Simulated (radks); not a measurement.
Question: Radial electron density D(r) = 4 pi r^2 rho(r) of an atom or ion with 1 electrons. Method: scalar-relativistic Kohn-Sham, LDA (Slater exchange, Perdew-Wang correlation), spin-polarised, spherical densities, finite nucleus; Fermi nuclear charge, rms radius of each element as measured or else 0.836 A^(1/3) + 0.57 fm; computed with a radial shooting solver on a logarithmic mesh with Libxc functionals.

| r (bohr) | D(r) (e/bohr) |
|---|---|
| 0.05848 | 0.01156 |
| 0.06808 | 0.01536 |
| 0.07925 | 0.02036 |
| 0.093 | 0.02727 |
| 0.1083 | 0.03584 |
| 0.126 | 0.04686 |
| 0.1467 | 0.06091 |
| 0.1708 | 0.07864 |
| 0.1989 | 0.1007 |
| 0.2315 | 0.1278 |
| 0.2717 | 0.1622 |
| 0.3163 | 0.2009 |
| 0.3682 | 0.2452 |
| 0.4286 | 0.2941 |
| 0.499 | 0.3459 |
| 0.5809 | 0.3976 |
| 0.6763 | 0.4451 |
| 0.7936 | 0.4850 |
| 0.9239 | 0.5076 |
| 1.076 | 0.5102 |
| 1.252 | 0.4897 |
| 1.458 | 0.4455 |
| 1.697 | 0.3813 |
| 1.976 | 0.3042 |
| 2.318 | 0.2196 |
| 2.699 | 0.1463 |
| 3.142 | 0.08744 |
| 3.658 | 0.04611 |
| 4.258 | 0.02106 |
| 4.957 | 0.008168 |
| 5.771 | 0.002627 |

What is the nuclear charge?

Answer: Z = 1. The innermost maximum, from 1s, lies near gamma/Z bohr with gamma = sqrt(1 - (Z/c)^2) = 1.000, here 1 bohr (found: 1.02), and its height grows with Z. The density is that of neutral hydrogen in 1s1; the configuration itself is not fixed sharply by these data. D(r) has 1 maximum, at r = 1.02 bohr.
